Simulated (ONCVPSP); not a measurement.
# Hardness and transferability of assorted potentials

Generated with ld1.x 7.5 (TM, RRKJ, ultrasoft, PAW), atompaw 4.2 or ONCVPSP 4.0.1. The cutoff is in Ry: for ld1.x and atompaw files where the sum of valence levels is converged to 10 mRy in a Bessel basis, for ONCV files where the hardest occupied wave has 1 mHa per electron of residual kinetic energy. The error is the largest all-electron minus pseudo excitation energy over each file’s own four to seven test configurations (ionisations up to +4, promotions, holes and added fractions of an electron), all of which were solved. The labels leave out finer settings (local radius, basis sizes, second energies), which also bear on the numbers. Spin-polarised tests are not counted. The rows are a selection from randomly drawn settings: files with unsolved tests, undetermined cutoffs or missed reference levels are left out.

A true bound ghost makes a file unfit for plane-wave use even where its test errors are small: the radial tests pick states by their node count and pass the ghost by.

```tsv
element	potential	cutoff (Ry)	largest error (meV)	bound ghosts
B	ONCV, PBEsol, scalar-relativistic, rc 1.15/3.00/3.30 (spd), local s, core correction no, reference 2s2 2p1, qcut 4.5/4/2.6, projectors 0/2/2	24	+351	none
S	ONCV, LDA (Perdew-Wang 92), scalar-relativistic, rc 1.40/1.35/1.25 (spd), local smoothed, core correction no, reference 3s1.75 3p4.25, qcut 4.5/6.3/7.9, projectors 2/2/1	43	+22	none
Ti	ONCV, PBE, scalar-relativistic, rc 1.80/1.60/1.65 (spd), local smoothed, core correction yes, reference 3s2 3p6 3d2 4s2, qcut 5.4/6.7/10.7, projectors 3/2/2	73	+29	none
Ce	ONCV, PBEsol, scalar-relativistic, rc 2.75/2.85/2.85/1.65 (spdf), local smoothed, core correction yes, reference 4f1 5s2 5p6 5d1 6s1.5 6p0.5, qcut 4.7/5.9/3.8/9.6, projectors 2/2/3/1	83	-5.4	s, p
Ce	ONCV, PBEsol, scalar-relativistic, rc 2.65/1.95/2.80 (spd), local smoothed, core correction yes, reference 5s2 5p6, qcut 5.8/4.3/3.7, projectors 2/1/3	34	+97	none
Ta	ONCV, PBE, scalar-relativistic, rc 2.30/3.45/1.65 (spd), local smoothed, core correction yes, reference 5d3 6s1.75 6p0.25, qcut 2.5/2.2/6.8, projectors 2/2/3	26	-225	none
Bi	ONCV, PBEsol, fully relativistic, rc 1.75/2.00/1.75 (spd), local smoothed, core correction yes, reference 5d10 6s2 6p3, qcut 3.4/4.7/10.8, projectors 2/2/2	61	-17	p3/2
```

Q: Fill in the row for Ba: ONCV, PBE, scalar-relativistic, rc 3.15/2.45/2.55 (spd), local smoothed, core correction no, reference 5s2 5p6 6s2, qcut 4.6/6.2/4, projectors 2/2/2.

A: cutoff 21 Ry, largest error -2.7 meV, bound ghosts: none.

Q: Fill in the row for Os: ONCV, PBEsol, scalar-relativistic, rc 1.65/1.15/2.35 (spd), local smoothed, core correction yes, reference 5s2 5p6 5d6 6s2, qcut 6.1/7.7/6.2, projectors 2/2/2.

A: cutoff 100 Ry, largest error -22 meV, bound ghosts: none.
